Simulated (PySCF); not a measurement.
**Spinor energies of Nd(26+) (neodymium, charge +26)**

Start: [Ar] 3d10 4s2 4p4; 4p1/2 filled at m_j = -1/2, +1/2; 4p3/2 filled at m_j = +1/2, +3/2. Calculated with PySCF 2.14 in an uncontracted even-tempered set (17 s from 2.1 bohr⁻², ratio 2.8; 13 p from 2.7 bohr⁻², ratio 2.8; 8 d from 4.8 bohr⁻², ratio 2.8; 4 f from 14 bohr⁻², ratio 3): generalised Hartree-Fock with the X2C-1e Hamiltonian and a Gaussian nucleus; one run each with spin-orbit coupling (SO) switched off, then screened by Boettger's factors.

```csv
spinor shell,electrons,"ε, spin-free (eV)","ε, screened SO (eV)",weight of nominal j (screened SO),"rms radius, screened SO (bohr)"
1s1/2,2,-44643.7,-44636.0,1.000,0.0269
2s1/2,2,-8046.0,-8043.0,1.000,0.109
2p1/2,2,-7278.2,-7643.4,1.000,0.0937
3s1/2,2,-2420.0,-2418.5,1.000,0.280
3p1/2,2,-2171.4,-2248.1,1.000,0.272
3p3/2,4,-2171.4,-2136.2,1.000,0.284
3d3/2,4,-1832.0,-1845.3,0.999,0.255
3d5/2,6,-1832.0,-1821.1,1.000,0.258
4s1/2,2,-1035.8,-1035.2,1.000,0.598
4p1/2,2,-946.17,-965.68,0.992,0.607
4p3/2,2,-946.17,-936.50,0.995,0.629
```

(1) Where does 2p3/2 lie, and what is the 2p spin-orbit splitting (screened SO)?

| quantity | spin-free | screened SO |
| --- | --- | --- |
| E (hartree) | -9293.45314 | -9298.93188 |
| M_J | 2 | 2 |
| ⟨J²⟩ | 6.002 | 6.006 |
| ⟨L²⟩ | 2.001 | 3.103 |
| ⟨S²⟩ | 2.000 | 1.489 |

Each row is a mean over spinors that exchange with the open shell spreads, by up to 13.816 eV (4s1/2).

Breit and QED terms are absent; they matter most for the inner s and p1/2 levels.

Densities and radii are taken from the X2C orbitals without a picture-change correction, which distorts them close to the nucleus.

Without spin-orbit coupling the j labels of p, d and f shells carry no meaning; the spin-free column gives the mean over the occupied spinors of each nl shell.

Results:

(1) At -7117.2 eV, 526.20 eV above 2p1/2.
